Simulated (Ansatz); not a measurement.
System: C3H11NSi, charge 0, multiplicity 1. 
Geometry from a B3LYP-D3(BJ)/def2-TZVP (Ansatz, a first-principles code) optimisation:
```
Si
N 1 1.7334
H 2 1.0084 1 120.21
H 2 1.0084 3 110.34 1 146.80
C 1 1.8740 2 107.06 3 -48.36
H 5 1.0916 1 111.08 2 -59.99
H 5 1.0925 6 108.17 1 122.09
H 5 1.0933 6 107.85 7 115.79
C 1 1.8740 2 107.06 3 -168.09
H 9 1.0916 1 111.08 2 59.99
H 9 1.0925 10 108.17 1 -122.09
H 9 1.0933 10 107.85 11 -115.79
C 1 1.8817 2 113.90 3 71.78
H 13 1.0929 1 111.16 2 -59.91
H 13 1.0929 14 107.60 1 -121.92
H 13 1.0934 14 107.68 15 -115.82
```
Charge 0, spin multiplicity 1.

Wanted: atomisation energy (electronic, to ground-state atoms), in kJ/mol. Cores are frozen in the correlated levels unless marked. UHF or UKS for open shells. No spin-orbit coupling. Non-relativistic. The coupled-cluster limit lacks core correlation, which all-electron functionals hold. Basis-set limits of correlation are two-point, X^-3; Hartree-Fock from the larger set.

| level | program | atomisation energy (kJ/mol) |
|---|---|---|
| r2SCAN-D4/def2-TZVPD | Ansatz + dftd4 | 5989.4 |
| B3LYP-D4/def2-TZVPD | Ansatz + dftd4 | 6002.5 |
| B3LYP/def2-TZVPD | Ansatz | 5951.0 |
| PBE0-D3(BJ)/def2-TZVPD | Ansatz + dftd3 | 5998.6 |
| PBE0/def2-TZVP | Ansatz | 5965.5 |
| BHLYP/def2-TZVPD | Ansatz | 5844.9 |
| r2SCANh-D4/def2-TZVPD | Ansatz + dftd4 | 5968.9 |
| HSE06-D4/def2-TZVPD | Ansatz + dftd4 | 5999.8 |
| HSE06/def2-TZVPD | Ansatz | 5974.1 |
| PBE-QIDH/def2-TZVPD | Ansatz | 5932.7 |
| MP2/cc-pV(Q+d)Z | Ansatz | 5977.2 |
| MP2/CBS(cc-pV(T+d)Z,cc-pV(Q+d)Z) | Ansatz | 6036.6 |
| SCS-MP2/cc-pV(T+d)Z | Ansatz | 5898.5 |
| CCSD/6-31G | Ansatz | 5042.5 |
| CCSD/aug-cc-pV(T+d)Z | Ansatz | 5819.5 |
| CCSD/cc-pV(T+d)Z | Ansatz | 5789.2 |
| CCSD/CBS(cc-pV(T+d)Z,cc-pV(Q+d)Z) | Ansatz | 5926.6 |
| CCSD(T)/STO-3G | Ansatz | 6217.0 |
| CCSD(T)/6-31G* | Ansatz | 5384.2 |
| CCSD(T)/cc-pV(T+d)Z | Ansatz | 5854.1 |
| CCSD(T)/CBS(cc-pV(T+d)Z,cc-pV(Q+d)Z) | Ansatz | 6000.3 |
